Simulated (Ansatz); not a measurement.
Reaction (isomerisation): `[CH2]1O[SiH2][AlH]1` → `C1[O][AlH][SiH2]1`

Calculated with Ansatz (gas phase, PBE0-D4/def2-TZVP geometries, no zero-point term in ΔE). CCSD(T)/CBS adds triple-zeta CCSD(T) − MP2 to the extrapolated MP2 energy (def2 sets, frozen cores). DFT in def2-TZVPP.

```tsv
level	ΔE (eV)
LDA (SPW92)	-0.69
CCSD/CBS(def2)	-0.64
```

Q: What does CCSD(T)/CBS give? (An estimate is asked.)

A: Ansatz gave: -0.65 eV. The listed levels differ from it by -0.04, 0.01 eV.

Largest T1 diagnostic among the species: 0.016.

At CCSD(T), def2-SVP lies −0.11 eV from the extrapolated value and def2-TZVPP −0.02 eV. In def2-TZVPP, CCSD(T) changes the Hartree–Fock value by −0.10 eV (the triples alone add −0.02 eV) and MP2 by −0.11 eV.
